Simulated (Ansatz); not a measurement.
```yaml
crystal:
  periodic: [false, false, false]
  atoms:
    - {symbol: Cu, position_ang: [-0.004436, -0.002600, -0.002865]}
    - {symbol: N, position_ang: [2.036943, -0.008124, -0.013055]}
    - {symbol: H, position_ang: [2.465365, -0.945138, -0.049646]}
    - {symbol: H, position_ang: [2.443105, 0.441592, 0.821943]}
    - {symbol: H, position_ang: [2.437735, 0.503116, -0.814473]}
    - {symbol: N, position_ang: [-1.008531, 1.773599, -0.002717]}
    - {symbol: H, position_ang: [-1.585944, 1.907019, 0.841812]}
    - {symbol: H, position_ang: [-1.664920, 1.865633, -0.793245]}
    - {symbol: H, position_ang: [-0.407174, 2.609531, -0.052844]}
    - {symbol: N, position_ang: [-1.028854, -1.765784, 0.013236]}
    - {symbol: H, position_ang: [-2.054968, -1.668316, -0.009173]}
    - {symbol: H, position_ang: [-0.830367, -2.337249, 0.848971]}
    - {symbol: H, position_ang: [-0.797943, -2.373299, -0.787953]}
basis:
  gaussian: {orbitals: def2-mTZVPP}
total_charge: 1
magnetization: {spin_polarized: true, initial_magnetization: 0}
hamiltonian: {xc: {name: HF}}
correlation: {method: ccsd, electrons: outside_noble_gas}
scf: {omitted_lower_state_checks: [starts]}
```

```sh
$ ansatz run in.yaml --threads 4 --pin off --events-out ev --progress --plain --max-ram 3916MiB
```

Shortened log:

```
Functional definition: HF
1450 factors; integrals over basis functions are off by at most 1.2e-3 eV
mean field evaluation 1: about -49168.6652 eV, gradient 8.4e1 eV
mean field evaluation 2: about -49168.8211 eV, gradient 8.4e1 eV
mean field evaluation 4: about -49183.4136 eV, gradient 1.4e1 eV
mean field evaluation 8: about -49184.0562 eV, gradient 7.1e-1 eV
mean field -49184.06362666 eV, -1807.4810001242 hartree, gradient 3.6e-6 eV, S^2 0.000000; 0 other end points of the search recorded, 0 dependent functions left out
12 core orbitals not correlated: weight in the atoms' cores, before any rotation towards them, 1.000 or more for the frozen orbitals, at most 0.000 for the correlated occupied ones
reference -49184.06362666 eV, -1807.4810001242 hartree; 17, 17 occupied and 121, 121 virtual orbitals, 1450 factors
second order -25.75173103 eV of doubles, -0.00000000 eV of singles
cycle   1  -23.96881565 eV  change     1.8e0 eV  update   2.0e-1
cycle   2  -25.09218000 eV  change    -1.1e0 eV  update   1.1e-1
cycle   3  -25.36037032 eV  change   -2.7e-1 eV  update   4.2e-2
cycle   4  -25.39077533 eV  change   -3.0e-2 eV  update   1.8e-2
cycle   5  -25.37786293 eV  change    1.3e-2 eV  update   9.5e-3
cycle   6  -25.37878139 eV  change   -9.2e-4 eV  update   4.4e-3
cycle   7  -25.37839250 eV  change    3.9e-4 eV  update   2.4e-3
cycle   8  -25.37660707 eV  change    1.8e-3 eV  update   9.8e-4
cycle   9  -25.37702356 eV  change   -4.2e-4 eV  update   4.6e-4
cycle  10  -25.37767901 eV  change   -6.6e-4 eV  update   1.8e-4
cycle  11  -25.37745039 eV  change    2.3e-4 eV  update   8.1e-5
cycle  12  -25.37735392 eV  change    9.6e-5 eV  update   3.5e-5
cycle  13  -25.37742032 eV  change   -6.6e-5 eV  update   1.3e-5
cycle  14  -25.37738601 eV  change    3.4e-5 eV  update   6.1e-6
Total energy: -49209.44101267 eV, -1808.4136018586 hartree
Checks for a lower state left out: starts
```

Run time 56 s (4 threads of Arm Neoverse V1 on a shared host), peak host memory 3 GiB.

Correlated methods freeze 12 core orbitals.
